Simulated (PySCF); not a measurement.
Compound: VH4 (doublet state).
Structure used (PBE0-D3(BJ)/def2-SVP), in Å, numbered top down from 1:
```xyz
5
VH4 angstrom
V     -0.0003    0.0000    0.0003
H     -0.0454    0.0667    1.6266
H      1.5146   -0.0750   -0.5920
H     -0.7864    1.3587   -0.4324
H     -0.6824   -1.3503   -0.6024
```

Level of theory: PySCF 2.14.0, PBE0-D3(BJ)/def2-SVP geometry optimisation, gas phase.

(1) Which atoms are bound to V1, and at what distances?

(2) List the angles at V1.

(3) What is the shape at V1?

Results:

(1) 4 atoms: H3 1.628 Å, H4 1.628 Å, H2 1.628 Å, H5 1.628 Å.

(2) 
```
   angle  degrees  distance of the outer atoms (Å)
H2–V1–H5    113.1                             2.72
H4–V1–H5    113.0                             2.72
H2–V1–H3    113.0                             2.72
H3–V1–H4    113.0                             2.72
H2–V1–H4    102.6                             2.54
H3–V1–H5    102.5                             2.54
```

(3) Distorted tetrahedral: angles from 102.5° to 113.1°; τ4 = (360° − α − β)/141° = 0.95 with α and β the two widest (0 for a square, 1 for a tetrahedron).

Point group: near Td, missed by 0.17 Å at most; the miss may be what the optimiser left on a soft mode (D2d holds within 0.08 Å). Charge 0, doublet. ⟨S²⟩ = 0.796 (exact for a doublet: 0.75). Not checked by PBE0-D3(BJ)/def2-SVP frequencies.

Caution for open-shell metal species: one SCF solution and one stationary point were followed, and a lower state or a bent or distorted shape isn't ruled out.
